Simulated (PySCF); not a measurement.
C2H10Si2, SMILES C[SiH](C)[SiH3]. Atoms are numbered in the order given.

```xyz
14

Si     1.7993     0.0978     0.0000
Si    -0.4932    -0.4230     0.0000
C     -1.3098     0.2728     1.5524
C     -1.3098     0.2728    -1.5524
H      2.4862    -0.4516     1.2120
H      2.4862    -0.4516    -1.2120
H      1.9931     1.5843     0.0000
H     -0.6298    -1.9175     0.0000
H     -0.8572    -0.1428     2.4666
H     -2.3855     0.0312     1.5684
H     -1.2089     1.3695     1.5935
H     -1.2089     1.3695    -1.5935
H     -0.8572    -0.1428    -2.4666
H     -2.3855     0.0312    -1.5684
```
Charge 0, spin multiplicity 1.

Geometry optimised at r2SCAN-D4/def2-SVP.

These are KT2/pcSseg-1 in PySCF values and carry that method's errors.

GIAO shieldings, no solvent; atoms alike by connectivity are averaged. δ = σ(ref) − σ: ²⁹Si against TMS (σ = 361.9 ppm); ¹³C against TMS (σ = 185.1 ppm); ¹H against TMS (σ = 31.47 ppm), references at their B3LYP-D3(BJ)/def2-TZVP geometries, non-relativistic.

Computed chemical shifts:
| nucleus | atoms | count | δ (ppm) |
|---|---|---|---|
| ²⁹Si | Si2 | 1 | -39.8 |
| ²⁹Si | Si1 | 1 | -107.8 |
| ¹³C | C3, C4 | 2 | -1.4 |
| ¹H | H8 | 1 | 4.64 |
| ¹H | H5, H6, H7 | 3 | 3.68 |
| ¹H | H9, H10, H11, H12, H13, H14 | 6 | 0.61 |
